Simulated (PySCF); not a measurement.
Computed spin Hamiltonian

C₇H₈NO (doublet state).
SMILES with atom numbers: `[CH:1]#[C:2][C@@H:3]1[CH:4][C@H:5]([NH:6][CH:7]=[O:8])[CH2:9]1` (hydrogens: H10 on C1; H11 on C3; H12 on C4; H13 on C5; H14 on N6; H15 on C7; H16, H17 on C9)

Geometry (GFN2-xTB, Å), atoms numbered from 1 in this order:
```
atom  x, y, z in Å
C1    -2.282    2.458   -0.529
C2    -2.027    1.323   -0.246
C3    -1.633   -0.021    0.119
C4    -0.652   -0.091    1.246
C5     0.382   -0.787    0.443
N6     1.665   -0.124    0.334
C7     2.829   -0.775    0.511
O8     2.940   -1.948    0.761
C9    -0.558   -0.681   -0.783
H10   -2.540    3.441   -0.788
H11   -2.534   -0.631    0.252
H12   -0.550    0.539    2.108
H13    0.618   -1.816    0.745
H14    1.657    0.868    0.153
H15    3.700   -0.102    0.397
H16   -0.180   -0.013   -1.554
H17   -0.844   -1.629   -1.230
```

The hyperfine couplings belong to this conformer and change with its torsions.

Method used: UKS B3LYP, pcH-1 on C H N O, non-relativistic, mean-field spin-orbit, GIAO in PySCF. Geometry: GFN2-xTB, one conformer, isolated molecule. The geometry wasn't refined by DFT: couplings that depend on bond lengths, twists or pyramidal angles can differ widely from those at the functional's own minimum. No stability test was run, so a lower SCF solution isn't excluded.

```
g1, g2, g3                      : 2.00213, 2.00269, 2.00275
g_iso                           : 2.00252
Form of g                       : close to axial: the two nearest values differ by 10 % of g3 − g1
⟨S²⟩                            : 0.7541 (exact 0.7500)
α and β electrons               : 33, 32
HOMO–LUMO gap, α and β orbitals : 6.34, 4.99 eV
Basis functions                 : 305
```

Isotropic coupling and dipolar principal values T1 to T3, in 10⁻⁴ cm⁻¹ (1 × 10⁻⁴ cm⁻¹ = 2.998 MHz):

```csv
atom,isotope,a_iso,T1,T2,T3,Mulliken spin population
C1,13C,1.5,-0.9,-0.1,0.9,0.01
C2,13C,21.5,-1.1,-0.8,1.9,0.02
C3,13C,-8.3,-0.9,0.0,0.9,-0.06
C4,13C,39.7,-26.6,-26.2,52.8,1.00
C5,13C,-7.9,-0.7,-0.1,0.8,-0.06
N6,14N,5.6,-0.7,-0.6,1.3,0.02
C7,13C,-0.4,-0.3,-0.2,0.4,0.00
O8,17O,-0.6,-1.8,0.8,1.1,0.01
C9,13C,7.9,-0.7,-0.6,1.3,0.01
H10,1H,-0.1,-0.5,-0.2,0.7,0.00
H11,1H,33.6,-1.8,-1.4,3.2,0.04
H12,1H,-19.8,-12.5,-0.4,12.9,-0.04
H13,1H,37.5,-2.0,-1.1,3.0,0.04
H14,1H,-0.6,-1.8,-0.6,2.4,0.00
H15,1H,3.0,-0.4,-0.2,0.6,0.00
H16,1H,-1.6,-1.0,-0.9,1.8,0.00
H17,1H,1.1,-0.8,-0.8,1.7,0.00
```

The largest Mulliken spin populations are on C4 (+1.00), C3 (-0.06) and C5 (-0.06). C4 is the only atom above +0.15. The angles at C4 add up to 354.1°, so it is nearly planar; its axial dipolar tensor and the negative coupling of its proton fit spin in a p orbital normal to that plane.

Axes: g3 points within 7° of the C4–C5 bond.

Under fast tumbling the dipolar parts average out, and these isotropic splittings remain (the largest six): 1 × 1H (H13, I = 1/2, 2 lines) with 4.02 mT, 1 × 1H (H11, I = 1/2, 2 lines) with 3.60 mT, 1 × 1H (H12, I = 1/2, 2 lines) with 2.12 mT, 1 × 14N (N6, I = 1, 3 lines) with 0.60 mT, 1 × 1H (H15, I = 1/2, 2 lines) with 0.32 mT and 1 × 1H (H16, I = 1/2, 2 lines) with 0.17 mT.

The 13C coupling of C4 (119.0 MHz) shows only in satellite lines or after enrichment, since that isotope makes up about 1.07 % of natural carbon.

β density exceeds α density at some nuclei, such as C3 (-0.0221), C5 (-0.0211) and H12 (-0.0133), spin density in bohr⁻³. In a single determinant that takes different orbitals for the two spins, that is spin polarisation.

Hardware: an Arm Neoverse V2 with one thread, shared host with 192 logical CPUs at a one-minute load of 38. Cost: 92 s wall (grids of density and orbitals included), 1.1 GiB resident at most.
